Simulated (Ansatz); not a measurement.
Gas-phase electronic energies from Ansatz, PBE0-D4/def2-TZVP geometries. CBS: MP2 limit from def2 TZ/QZ plus the TZ coupled-cluster correction, frozen cores. This one scheme is used for every species. Functionals use def2-TZVPP. Elements past krypton have def2 core potentials. For Mo outer-core shells are correlated without core-valence functions, which leaves a few kJ/mol of doubt a bond. One conformer a species, not always the lowest.

Reaction (ligand exchange at a Mo–O bond): `C[O][Mo]([OH])([F])([F])([F])[O]C` + H–F → `C[O][Mo]([OH])([F])([F])([F])[F]` + CH₃OH

CCSD(T)/CBS gives +24.3 kJ/mol.

(1) Another level gave -1.2 kJ/mol. Which?
A. r2SCANh-D4/def2-TZVPP
B. CAM-B3LYP/def2-TZVPP
C. SCS-MP2/def2-TZVPP
D. LC-ωPBE/def2-TZVPP

Largest T1 diagnostic among the species: 0.024, so the coupled-cluster value is less sure than usual.

Results:

(1) B. CAM-B3LYP -1.2, r2SCANh-D4 6.9, LC-ωPBE -6.2, SCS-MP2/def2-TZVPP 23.2 kJ/mol.

The D4 term adds +10.7 kJ/mol with B3LYP and +6.2 kJ/mol with PBE0; it sums over pairs of atoms, weighted by their polarisabilities, and B3LYP, whose exchange is more repulsive, gets the larger term. From PBE to PBE0 (25 % exact exchange), in def2-TZVPP and without D4, ΔE moves by +3.5 kJ/mol. In def2-TZVPP, CCSD(T) changes the Hartree–Fock value by +28.0 kJ/mol (the triples alone add +4.5 kJ/mol) and MP2 by +38.8 kJ/mol.

CCSD(T)/CBS has its own doubt, a few kJ/mol and more with outer-core shells, so smaller differences from it don't rank the levels.

B3LYP here is the variant with VWN-RPA as its local correlation; programs differ in this.
